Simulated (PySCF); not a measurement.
# Circular dichroism: `C=C[C@H](Cl)[C@H]1COC1=O`, C₆H₇ClO₂

Molfile (atoms numbered from 1):
```
C6H7ClO2
     RDKit          3D

 16 16  0  0  0  0  0  0  0  0999 V2000
    2.6313    0.3602   -0.0983 C   0  0  0  0  0  0  0  0  0  0  0  0
    1.5579   -0.1359   -0.6849 C   0  0  0  0  0  0  0  0  0  0  0  0
    0.3991   -0.6982    0.0650 C   0  0  2  0  0  0  0  0  0  0  0  0
    0.2806   -2.4731   -0.2834 Cl  0  0  0  0  0  0  0  0  0  0  0  0
   -0.9120   -0.0524   -0.3436 C   0  0  1  0  0  0  0  0  0  0  0  0
   -2.1504   -0.3543    0.5154 C   0  0  0  0  0  0  0  0  0  0  0  0
   -2.2134    1.0256    0.9251 O   0  0  0  0  0  0  0  0  0  0  0  0
   -1.1248    1.3625    0.1971 C   0  0  0  0  0  0  0  0  0  0  0  0
   -0.5797    2.4093    0.0814 O   0  0  0  0  0  0  0  0  0  0  0  0
    2.7282    0.3957    0.9741 H   0  0  0  0  0  0  0  0  0  0  0  0
    3.4522    0.7585   -0.6679 H   0  0  0  0  0  0  0  0  0  0  0  0
    1.4740   -0.1698   -1.7619 H   0  0  0  0  0  0  0  0  0  0  0  0
    0.5543   -0.6182    1.1440 H   0  0  0  0  0  0  0  0  0  0  0  0
   -1.0672   -0.1424   -1.4192 H   0  0  0  0  0  0  0  0  0  0  0  0
   -3.0518   -0.6459   -0.0230 H   0  0  0  0  0  0  0  0  0  0  0  0
   -1.9859   -1.0126    1.3687 H   0  0  0  0  0  0  0  0  0  0  0  0
  1  2  2  0
  2  3  1  0
  3  4  1  0
  3  5  1  0
  5  6  1  0
  6  7  1  0
  7  8  1  0
  8  9  2  0
  8  5  1  0
  1 10  1  0
  1 11  1  0
  2 12  1  0
  3 13  1  1
  5 14  1  6
  6 15  1  0
  6 16  1  0
M  END
```

Computed, not measured: PySCF, TDDFT B3LYP/def2-SVPD circular dichroism and optical rotation, one conformer, gas phase. Geometry: GFN2-xTB.

The molecule is flexible and this is one conformer; a measurement averages over conformers.

Problem. Assign R or S to each stereocentre.

Solution. C3 S, C5 S.

Problem. List the lowest 8 singlet excitations with oscillator and rotatory strengths.

Solution. Rotatory strengths R in 10⁻⁴⁰ esu² cm², velocity form and length form (origin at the centre of mass); f in length form.
```tsv
state	E (eV)	λ (nm)	f	R (velocity)	R (length)	main
1	5.70	217	0.007	+25.7	+25.6	HOMO−1→LUMO+1 0.40, HOMO→LUMO+1 0.22
2	6.17	201	0.019	+1.2	+1.2	HOMO−1→LUMO 0.68, HOMO→LUMO+1 0.20
3	6.23	199	0.059	-62.8	-63.1	HOMO→LUMO 0.59, HOMO−1→LUMO+1 0.28
4	6.56	189	0.005	-4.8	-4.5	HOMO−2→LUMO 0.67, HOMO→LUMO+1 0.12
5	6.68	186	0.037	+0.9	+0.8	HOMO−3→LUMO 0.46, HOMO→LUMO+1 0.20
6	6.97	178	0.201	+30.1	+29.9	HOMO−3→LUMO 0.32, HOMO→LUMO+1 0.20
7	7.13	174	0.008	+0.1	+0.3	HOMO−4→LUMO 0.91
8	7.29	170	0.005	-0.8	-0.9	HOMO−2→LUMO+1 0.70, HOMO−3→LUMO+1 0.16
```

Among the states computed, the strongest CD band (largest |R|) is state 3. The largest dissymmetry factor in size, g = 4R/(D+G), with D and G the electric and magnetic dipole strengths, is +0.032 for state 1 (velocity form, f = 0.007), among bands with |R| over 0.5. The mirror image has the same energies and oscillator strengths and all R with the opposite sign.
